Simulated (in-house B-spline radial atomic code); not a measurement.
A fraction x of an electron is moved 3d → 4d in As II (As+), starting from [Ar] 3d10 4s2 4p2 and keeping the highest spin. Method: scalar-relativistic (X2C) AM05, spin-polarised, spherical fractional occupations, Fermi nucleus of rms radius 4.0968 fm. Calculated with a radial B-spline atomic code at the basis-set limit.

| x | E(x) - E(0) (eV) | 3d down level (eV) | 4d up level (eV) |
| --- | --- | --- | --- |
| 0 | 0.0000 | -50.185 | - |
| 0.125 | 5.9338 | -52.025 | -3.790 |
| 0.25 | 12.0598 | -53.851 | -4.068 |
| 0.375 | 18.3798 | -55.663 | -4.325 |
| 0.5 | 24.8942 | -57.461 | -4.569 |
| 0.625 | ? | ? | ? |
| 0.75 | ? | ? | ? |
| 0.875 | 45.6015 | -62.787 | -5.244 |
| 1 | 52.8908 | -64.542 | -5.455 |

Problem. What belongs in the row x = 0.625?

Solution. An energy change of 31.6027 eV; 3d down at -59.248 eV, 4d up at -4.803 eV.

Problem. What belongs in the row x = 0.75?

Solution. An energy change of 38.5053 eV; 3d down at -61.022 eV, 4d up at -5.027 eV.

Problem. Check Janak's theorem between x = 0.125 and 0.25.

Solution. The slope of the energy is 49.01 eV; the orbital levels give 49.01 eV (ε of the receiving orbital less ε of the emptying one, averaged over the two points).
